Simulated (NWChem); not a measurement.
System: C3H6Si; SMILES CC#C[SiH3]

The following NWChem deck was run.

```
start job
memory heap 200 mb stack 900 mb global 1100 mb
geometry units angstroms noautoz
  C      2.649785    -0.142153    -0.343984
  C      1.212838    -0.065170    -0.157261
  C      0.005238    -0.001089    -0.001690
  Si    -1.803395     0.096612     0.233986
  H      3.150563     0.745355     0.073648
  H      2.905313    -0.203114    -1.413497
  H      3.065563    -1.031661     0.154736
  H     -2.497517    -0.824684    -0.714395
  H     -2.278171     1.490304    -0.015212
  H     -2.159189    -0.292867     1.630956
end
basis spherical
  C library def2-svp
  Si library def2-svp
  H library def2-svp
end
dft
  xc xpbe96 cpbe96
  iterations 150
  mulliken
end
task dft energy
```

NWChem printed, in part:

```
             Northwest Computational Chemistry Package (NWChem) 7.3.0
             --------------------------------------------------------

 C1  symmetry detected

                             Geometry "geometry" -> ""
                             -------------------------

 Output coordinates in angstroms (scale by  1.889725989 to convert to a.u.)

  No.       Tag          Charge          X              Y              Z
 ---- ---------------- ---------- -------------- -------------- --------------
    1 C                    6.0000     0.00001889    -2.67188086     0.00011335
    2 C                    6.0000    -0.00020600    -1.22080937     0.00022632
    3 C                    6.0000     0.00021089    -0.00154535    -0.00101673
    4 Si                  14.0000    -0.00003170     1.82499251     0.00015463
    5 H                    1.0000     0.24122085    -3.06699962     0.99939726
    6 H                    1.0000     0.74542387    -3.06560931    -0.70856019
    7 H                    1.0000    -0.98587422    -3.06675751    -0.29127069
    8 H                    1.0000     0.14615937     2.34157502    -1.39332621
    9 H                    1.0000     1.13495084     2.33713108     0.82442279
   10 H                    1.0000    -1.28157960     2.33617860     0.57123449

 Effective nuclear repulsion energy (a.u.)     130.3340930694

  pbe96 is a nonlocal functional; adding pw91lda local functional.

                                 NWChem DFT Module
                                 -----------------

 Summary of "ao basis" -> "ao basis" (spherical)
 ------------------------------------------------------------------------------
       Tag                 Description            Shells   Functions and Types
 ---------------- ------------------------------  ------  ---------------------
 C                          def2-svp                 6       14   3s2p1d
 Si                         def2-svp                 8       18   4s3p1d
 H                          def2-svp                 3        5   2s1p

            General Information
            -------------------
          SCF calculation type: DFT
          Wavefunction type:  closed shell.
          No. of atoms     :    10
          No. of electrons :    38
           Alpha electrons :    19
            Beta electrons :    19
          Charge           :     0
          Spin multiplicity:     1
          Use of symmetry is: off; symmetry adaption is: off
          Maximum number of iterations: 150
          AO basis - number of functions:    90
                     number of shells:    44
          Convergence on energy requested:  1.00D-06
          Convergence on density requested:  1.00D-05
          Convergence on gradient requested:  5.00D-04

              XC Information
              --------------
          PerdewBurkeErnzerhof Exchange Functional  1.000
            Perdew 1991 LDA Correlation Functional  1.000 local
           PerdewBurkeErnz. Correlation Functional  1.000 non-local

             Grid Information
             ----------------
          Grid used for XC integration:  medium
          Radial quadrature: Mura-Knowles
          Angular quadrature: Lebedev.
          Tag              B.-S. Rad. Rad. Pts. Rad. Cut. Ang. Pts.
          ---              ---------- --------- --------- ---------
          C                   0.70       49          12.0       434
          Si                  1.10       88          12.0       590
          H                   0.35       45          13.0       434
          Grid pruning is: on
          Number of quadrature shells:   505
          Spatial weights used:  Erf1

      Superposition of Atomic Density Guess
      -------------------------------------

 Sum of atomic energies:        -404.60864997

      Non-variational initial energy
      ------------------------------

 Total energy =    -406.682822
 1-e energy   =    -812.694818
 2-e energy   =     275.677902
 HOMO         =      -0.325646
 LUMO         =       0.026597

     ---------------------------------------------
      Total Density - Mulliken Population Analysis
     ---------------------------------------------

    Atom       Charge   Shell Charges
 -----------   ------   -------------------------------------------------------
    1 C    6     6.12   1.99  0.94  0.11  2.02  1.02  0.02
    2 C    6     5.97   1.99  0.98  0.30  1.85  0.81  0.04
    3 C    6     6.57   1.99  1.02  0.45  2.03  1.06  0.03
    4 Si  14    13.52   2.00  1.99  0.99  0.28  5.94  1.12  1.06  0.14
    5 H    1     0.87   0.65  0.19  0.02
    6 H    1     0.87   0.65  0.19  0.02
    7 H    1     0.87   0.65  0.19  0.02
    8 H    1     1.07   0.69  0.36  0.01
    9 H    1     1.07   0.69  0.36  0.01
   10 H    1     1.07   0.69  0.36  0.01

   convergence    iter        energy       DeltaE   RMS-Dens  Diis-err
 ---------------- ----- ----------------- --------- --------- ---------
 d= 0,ls=0.0,diis     1   -406.8219808997 -5.37D+02  1.23D-02  3.59D-01
 d= 0,ls=0.0,diis     2   -406.8180380834  3.94D-03  7.91D-03  3.35D-01
 d= 0,ls=0.0,diis     3   -406.8109295702  7.11D-03  4.96D-03  3.98D-01
 d= 0,ls=0.0,diis     4   -406.8610981478 -5.02D-02  1.36D-03  2.34D-02
 d= 0,ls=0.0,diis     5   -406.8644338700 -3.34D-03  2.49D-04  4.14D-04
  Resetting Diis
 d= 0,ls=0.0,diis     6   -406.8644883237 -5.45D-05  8.34D-05  3.76D-05
 d= 0,ls=0.0,diis     7   -406.8644947131 -6.39D-06  1.73D-05  4.46D-07
 d= 0,ls=0.0,diis     8   -406.8644943767  3.36D-07  1.32D-05  2.89D-06
 d= 0,ls=0.0,diis     9   -406.8644947662 -3.90D-07  3.39D-06  1.65D-07

         Total DFT energy =     -406.864494766221
      One electron energy =     -816.481546062361
           Coulomb energy =      318.264682018392
    Exchange-Corr. energy =      -38.981723791671
 Nuclear repulsion energy =      130.334093069418

 Numeric. integr. density =       38.000010566181

                       DFT Final Molecular Orbital Analysis
                       ------------------------------------

 Vector   17  Occ=2.000000D+00  E=-3.111999D-01
              MO Center=  1.4D-01,  1.9D+00, -3.8D-01, r^2= 2.7D+00
   Bfn.  Coefficient  Atom+Function         Bfn.  Coefficient  Atom+Function
  ----- ------------  ---------------      ----- ------------  ---------------
    76      0.347598   8 H  s                52     -0.301062   4 Si pz
    55     -0.220537   4 Si pz               81     -0.209810   9 H  s
    77      0.173973   8 H  s                49      0.171357   4 Si pz
    34     -0.138297   3 C  pz               86     -0.138701  10 H  s
    82     -0.105029   9 H  s                37     -0.071469   3 C  pz

 Vector   18  Occ=2.000000D+00  E=-2.351072D-01
              MO Center=  4.9D-02, -4.6D-01, -1.7D-02, r^2= 2.8D+00
   Bfn.  Coefficient  Atom+Function         Bfn.  Coefficient  Atom+Function
  ----- ------------  ---------------      ----- ------------  ---------------
    34      0.393348   3 C  pz               20      0.380446   2 C  pz
    37      0.238150   3 C  pz               23      0.222126   2 C  pz
    61     -0.148367   5 H  s                76      0.137885   8 H  s
    77      0.119339   8 H  s                 6     -0.111428   1 C  pz
    81     -0.107725   9 H  s                62     -0.098814   5 H  s

 Vector   19  Occ=2.000000D+00  E=-2.350779D-01
              MO Center= -4.9D-02, -4.6D-01,  1.6D-02, r^2= 2.8D+00
   Bfn.  Coefficient  Atom+Function         Bfn.  Coefficient  Atom+Function
  ----- ------------  ---------------      ----- ------------  ---------------
    32      0.393368   3 C  px               18      0.380510   2 C  px
    35      0.238189   3 C  px               21      0.222169   2 C  px
    86      0.141810  10 H  s                71      0.130582   7 H  s
    66     -0.126445   6 H  s                87      0.122501  10 H  s
     4     -0.111452   1 C  px               81     -0.097100   9 H  s

 Vector   20  Occ=0.000000D+00  E=-2.127960D-02
              MO Center=  3.0D-02, -8.1D-02,  2.2D-02, r^2= 4.6D+00
   Bfn.  Coefficient  Atom+Function         Bfn.  Coefficient  Atom+Function
  ----- ------------  ---------------      ----- ------------  ---------------
    55      0.595131   4 Si pz               77      0.547314   8 H  s
    23     -0.467182   2 C  pz               20     -0.406959   2 C  pz
    37      0.367804   3 C  pz               62      0.358859   5 H  s
    82     -0.356199   9 H  s                34      0.287798   3 C  pz
    67     -0.230817   6 H  s                87     -0.191113  10 H  s

 Vector   21  Occ=0.000000D+00  E=-2.117854D-02
              MO Center= -3.0D-02, -8.3D-02, -2.3D-02, r^2= 4.6D+00
   Bfn.  Coefficient  Atom+Function         Bfn.  Coefficient  Atom+Function
  ----- ------------  ---------------      ----- ------------  ---------------
    53      0.595077   4 Si px               87      0.521823  10 H  s
    21     -0.467507   2 C  px               82     -0.426471   9 H  s
    18     -0.406982   2 C  px               35      0.368340   3 C  px
    72     -0.340459   7 H  s                32      0.288153   3 C  px
    67      0.282782   6 H  s                71     -0.151036   7 H  s

 Vector   22  Occ=0.000000D+00  E= 2.748431D-02
              MO Center= -2.4D-04,  1.8D+00,  9.0D-04, r^2= 5.2D+00
   Bfn.  Coefficient  Atom+Function         Bfn.  Coefficient  Atom+Function
  ----- ------------  ---------------      ----- ------------  ---------------
    54      1.491797   4 Si py                3      0.925218   1 C  s
    31      0.746934   3 C  s                36      0.710816   3 C  py
    77     -0.411124   8 H  s                82     -0.412482   9 H  s
    87     -0.412706  10 H  s                22      0.339366   2 C  py
    62     -0.308877   5 H  s                72     -0.307116   7 H  s

     ---------------------------------------------
      Total Density - Mulliken Population Analysis
     ---------------------------------------------

    Atom       Charge   Shell Charges
 -----------   ------   -------------------------------------------------------
    1 C    6     5.96   1.98  0.91 -0.01  2.16  0.89  0.03
    2 C    6     5.97   1.99  0.93  0.30  2.03  0.69  0.03
    3 C    6     6.38   1.99  0.94  0.51  2.04  0.89  0.02
    4 Si  14    13.71   2.00  1.98  1.08  0.21  5.92  1.35  0.98  0.18
    5 H    1     0.94   0.73  0.19  0.02
    6 H    1     0.94   0.73  0.19  0.02
    7 H    1     0.94   0.73  0.19  0.02
    8 H    1     1.05   0.73  0.31  0.01
    9 H    1     1.05   0.73  0.31  0.01
   10 H    1     1.05   0.73  0.31  0.01

     -------------------------------------------
      Total Density - Lowdin Population Analysis
     -------------------------------------------

    Atom       Charge   Shell Charges
 -----------   ------   -------------------------------------------------------
    1 C    6     6.07   1.96  0.57  0.30  1.91  1.26  0.07
    2 C    6     6.02   1.97  0.65  0.31  1.84  1.18  0.07
    3 C    6     6.24   1.97  0.66  0.37  1.87  1.33  0.05
    4 Si  14    13.60   2.00  1.93  0.66  0.34  5.82  1.34  1.25  0.28
    5 H    1     0.94   0.62  0.25  0.07
    6 H    1     0.94   0.62  0.25  0.07
    7 H    1     0.94   0.62  0.25  0.07
    8 H    1     1.08   0.64  0.42  0.02
    9 H    1     1.08   0.64  0.42  0.02
   10 H    1     1.08   0.64  0.42  0.02

     Multipole analysis of the density
     ---------------------------------

     L   x y z        total         alpha         beta         nuclear
     -   - - -        -----         -----         ----         -------
     0   0 0 0     -0.000000    -19.000000    -19.000000     38.000000

     1   1 0 0      0.000140      0.000070      0.000070      0.000000
     1   0 1 0     -0.637620     -0.318810     -0.318810      0.000000
     1   0 0 1     -0.000033     -0.000017     -0.000017      0.000000

     2   2 0 0    -25.076076    -20.640274    -20.640274     16.204472
     2   1 1 0     -0.000236      0.000593      0.000593     -0.001422
     2   1 0 1      0.000014      0.000004      0.000004      0.000006
     2   0 2 0    -19.648185   -265.184926   -265.184926    510.721667
     2   0 1 1     -0.000827      0.000529      0.000529     -0.001886
     2   0 0 2    -25.076327    -20.632048    -20.632048     16.187769
```

Level: PBE/def2-SVP. Geometry: optimised at PBE0/def2-SVP.
